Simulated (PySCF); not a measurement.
# N²⁺: ionisation energy

N²⁺ [He] 2s2 2p1 (2P) → N³⁺ [He] 2s2 (1S), as a difference of total energies. All numbers are calculated (PySCF 2.14, scalar relativity by spin-free X2C-1e, in cc-pVDZ-DK (3s2p1d, 14 functions)). Correlated levels: valence: 1s2 frozen. The calculations carry no spin-orbit coupling.

Q: Order these methods by the ionisation energy they give, lowest first.
A. UHF
B. CCSD(T) (valence)
C. SCS-MP2 (valence)
D. LDA

A: B (47.028 eV), C (47.229 eV), A (47.297 eV), D (47.856 eV).

Errors of the correlated levels include the incompleteness of this basis and the frozen core.

The coupled-cluster amplitudes are large for N³⁺ (T1 above 0.03 or a double amplitude above 0.15), so a single reference is strained.

For comparison: 47.445 eV (semi-empirical (NIST evaluation); NIST Atomic Spectra Database, ionization energies).
